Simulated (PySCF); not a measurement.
**An excited-state table with gaps**

C6H8N2Si.
Geometry (GFN2-xTB, Å), atoms numbered from 1 in this order:
```xyz
17
C6H8N2Si angstrom
C      2.677   -2.088   -0.193
C      1.498   -1.878   -0.183
C      0.088   -1.580   -0.165
Si    -0.215    0.303   -0.020
C      0.661    1.095    1.459
C      0.423    1.095   -1.600
N      0.727    1.597   -2.584
N     -1.915    0.465    0.227
C     -2.847    1.035   -0.376
H      3.703   -2.300   -0.207
H     -0.374   -2.085    0.685
H     -0.372   -1.976   -1.073
H      1.722    0.864    1.440
H      0.552    2.175    1.462
H      0.253    0.717    2.391
H     -2.734    1.610   -1.298
H     -3.855    0.965    0.025
```

Computed, not measured: PySCF, TDDFT CAM-B3LYP/def2-SVPD, vertical, gas phase, core orbitals frozen in the response.

Lowest singlets, with some entries withheld (?).

```
state  E (eV)       f   main configurations (H = HOMO, L = LUMO)
   S1    4.12  0.0002                     H→L (59%), H-1→L (34%)
   S2    6.49   0.041  H-1→L (20%), H-1→L+6 (16%), H-1→L+1 (12%)
   S3    6.57   0.063       H-1→L (23%), H→L (17%), H-2→L+5 (9%)
   S4    6.62   0.077                 H→L+1 (55%), H-1→L+1 (28%)
   S5       ?  0.0009  H-2→L (20%), H-2→L+5 (11%), H-1→L+1 (11%)
   S6       ?  0.0043                  H-1→L+1 (15%), H→L+1 (9%)
   S7       ?  0.0041                 H→L+2 (47%), H-1→L+2 (24%)
   S8       ?   0.022                              H-1→L+6 (11%)
```

Question: What stands in place of each question mark?

Answer: 
- S5: E = 6.73 eV
- S6: E = 6.88 eV
- S7: E = 6.93 eV
- S8: E = 7.06 eV

Question: What is the mean static polarisability from the same response equations?

Answer: 103.0 au (15.27 Å³), with principal values 83.1, 97.0 and 128.9 au.

Question: How far apart are S1 and S5, in eV and cm⁻¹?

Answer: 6.735 − 4.116 = 2.619 eV, or about 21130 cm⁻¹.

Question: Where do the lowest triplets lie (Tamm–Dancoff)?

Answer: T1 3.52 eV, H→L (58%), H-1→L (34%); T2 5.09 eV, H-5→L (25%), H-3→L (25%), H-7→L (24%); T3 5.46 eV, H-2→L+6 (17%), H-1→L+5 (12%). E(S1) − E(T1) = +0.60 eV.

Hardware: Arm Neoverse N1, one thread (shared host). Cost: 2.3 min, 1.2 GiB resident at most.

One conformer stands for the species.
